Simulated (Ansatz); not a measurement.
Isolated molecules relaxed with PBE0-D4/def2-TZVP in Ansatz; ΔE leaves out vibrations. CCSD(T)/CBS adds triple-zeta CCSD(T) − MP2 to the extrapolated MP2 energy (def2 sets, frozen cores). Functionals use def2-TZVPP. One conformer a species, not always the lowest.

Consider the formal exchange of groups at the Si–O bond: `FC(F)O[SiH3]` + `C[C@H]1O[Si@H]1F` → `F[Si@@H]1O[C@H]1[SiH3]` + `COC(F)F`.

Question: Is it downhill or uphill in electronic energy at CCSD(T)/CBS, and by how much? (An estimate is asked.)

Answer: Ansatz gave: Uphill: ΔE = +147.3 kJ/mol.

Question: What do these levels give: PBE-D4, PBE0-D4, ωB97X-V, ωB97M-V, PBE, PBE0, MP2/def2-TZVPP, SCS-MP2/def2-TZVPP, CCSD(T)/def2-TZVPP, HF/def2-QZVPP, SCS-MP2/def2-QZVPP, HF/CBS(def2)? (Best estimate.)

Answer: Computed: PBE-D4 134.5, PBE0-D4 139.6, ωB97X-V 143.8, ωB97M-V 145.3, PBE 134.7, PBE0 139.8, MP2/def2-TZVPP 152.0, SCS-MP2/def2-TZVPP 150.4, CCSD(T)/def2-TZVPP 145.1, HF/def2-QZVPP 154.9, SCS-MP2/def2-QZVPP 152.0, HF/CBS(def2) 155.1 kJ/mol.

Largest T1 diagnostic among the species: 0.014.

From PBE to PBE0 (25 % exact exchange), in def2-TZVPP and without D4, ΔE moves by +5.1 kJ/mol.
